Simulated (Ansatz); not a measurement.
Ansatz results at the PBE0-D4/def2-TZVP geometry: size of the dipole moment (ωB97M-V/def2-TZVPP) 2.75 D; HOMO–LUMO gap (PBE0/def2-TZVPP) 5.99 eV; LUMO energy (PBE0/def2-TZVPP) -1.57 eV.

Each molecule was computed in one conformer, which needn't be the lowest.

(1) Which molecule gave them?
A. `[CH3][In]([F])[TeH]`
B. `B/C=C/O[SiH3]`
C. `N=C[SiH2]N`
D. `CC1[SiH2]C1=S`

Results:

(1) B. The others give `CC1[SiH2]C1=S`: 3.02, 3.57, -2.32; `[CH3][In]([F])[TeH]`: 3.07, 5.40, -1.44; `N=C[SiH2]N`: 1.10, 6.34, -0.74.
